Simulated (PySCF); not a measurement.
Several orderings of computed values.

Each SMILES stands for a single optimised conformer of the isolated species, non-relativistic unless stated. Electronic properties by PySCF.

The conformers computed, where there is a choice (atom-mapped SMILES and torsion angles):
- `[CH3:1][SiH2:2][CH2:3][CH2:4][C:5](=[O:6])[CH:7]([F:8])[F:9]`: C1–Si2–C3–C4 174°, Si2–C3–C4–C5 -70°, C3–C4–C5–O6 -6°, C4–C5–C7–F8 52°
- `[CH3:1][C:2]#[C:3][Si@@H:4]([F:5])[CH2:6]/[CH:7]=[CH:8]\[F:9]`: C3–Si4–C6–C7 -55°, Si4–C6–C7–C8 96°
- `[CH3:1][S:2][CH2:3][P@@H+:4]1[C:5]([F:6])=[C:7]1[SiH3:8]`: C1–S2–C3–P4 90°, S2–C3–P4–C5 130°
- `[CH3:1][O:2][CH2:3][Si@H:4]([F:5])[CH2:6]/[CH:7]=[CH:8]\[F:9]`: C1–O2–C3–Si4 180°, O2–C3–Si4–F5 179°, C3–Si4–C6–C7 170°, Si4–C6–C7–C8 101°
- `[CH3:1][CH2:2]/[N:3]=[CH:4]/[c:5]1[cH:6][cH:7][cH:8][cH:9][cH:10]1`: C1–C2–N3–C4 -123°, N3–C4–C5–C6 -1°
- `[CH3:1][CH2:2][O:3][Si@H:4]([F:5])[CH2:6]/[CH:7]=[CH:8]/[F:9]`: C1–C2–O3–Si4 68°, C2–O3–Si4–F5 -63°, O3–Si4–C6–C7 -177°, Si4–C6–C7–C8 112°
- `[CH3:1][PH+:2]([CH3:3])[CH2:4][c:5]1[cH:6][cH:7][cH:8][cH:9][cH:10]1`: C1–P2–C4–C5 177°, P2–C4–C5–C6 104°
- `[N:1]#[C:2][CH2:3][SiH2:4][CH2:5][SiH2:6][CH:7]1[CH2:8][CH2:9]1`: C2–C3–Si4–C5 57°, C3–Si4–C5–Si6 64°, Si4–C5–Si6–C7 178°, C5–Si6–C7–C8 -83°
- `[CH:1]#[C:2][P+:3]([CH3:4])([CH3:5])[CH2:6][CH2:7][PH2:8]`: C2–P3–C6–C7 -39°, P3–C6–C7–P8 -57°, H–P8–C7–C6 -168°, H–P8–C7–C6 99°
- `[O:1]=[P:2]([O-:3])([OH:4])[OH:5]`: H–O4–P2–O1 -160°, H–O5–P2–O1 -24°

The conformers of `C=C[C@@H]1C[Si@H](O)C[SiH2]1` and `CC1=CC[P@+](C)(P)C1` aren't listed.

(1) Rank by HOMO energy, highest first (PBE0/pcSseg-1 at GFN2-xTB geometries).
A. `C[SiH2]CCC(=O)C(F)F`
B. `CC1=CC[P@+](C)(P)C1`
C. `CC#C[Si@@H](F)C/C=C\F`
D. `[Si@H]1(O)C[C@H]([SiH2]C1)C=C`
E. `Fc1cccc(F)n1`

(2) Rank by HOMO–LUMO gap, highest first (PBE0/pcSseg-1 at GFN2-xTB geometries).
A. `CC/N=C/c1ccccc1`
B. `COC[Si@H](F)C/C=C\F`
C. `CSC[P@@H+]1C(F)=C1[SiH3]`
D. `C(=C\C[Si@@H](F)OCC)/F`
E. `CC1=CC[P@+](C)(P)C1`
F. `[PH+](C)(Cc1ccccc1)C`
G. `C1CC1[SiH2]C[SiH2]CC#N`

(3) Give the two extremes of that set in kcal/mol.

(4) Rank by smallest rotational constant, lowest first (GFN2-xTB).
A. `COC[Si@H](F)C/C=C\F`
B. `O=P([O-])(O)O`
C. `CC#C[Si@@H](F)C/C=C\F`
D. `C[PH+](C)Cc1ccccc1`
E. `C1([SiH2]C[SiH2]CC#N)CC1`
F. `C#C[P+](C)(C)CCP`

(5) Rank by dipole moment, highest first (PBE0/pcSseg-1 at GFN2-xTB geometries).
A. `N#CC[SiH2]C[SiH2]C1CC1`
B. `CCO[Si@H](F)C/C=C/F`
C. `Fc1cccc(F)n1`
D. `CC#C[Si@@H](F)C/C=C\F`

## Answers

(1) D (-6.90 eV), C (-7.02 eV), E (-7.82 eV), A (-7.93 eV), B (-11.25 eV).

(2) G (8.58 eV), D (7.41 eV), B (7.24 eV), F (6.68 eV), E (6.38 eV), A (5.70 eV), C (4.24 eV).

(3) `CSC[P@@H+]1C(F)=C1[SiH3]`: 98 kcal/mol; `N#CC[SiH2]C[SiH2]C1CC1`: 198 kcal/mol.

(4) E (0.440 GHz), A (0.518 GHz), D (0.583 GHz), C (0.670 GHz), F (0.883 GHz), B (4.432 GHz).

(5) C (3.85 D), A (3.69 D), B (3.14 D), D (1.64 D).
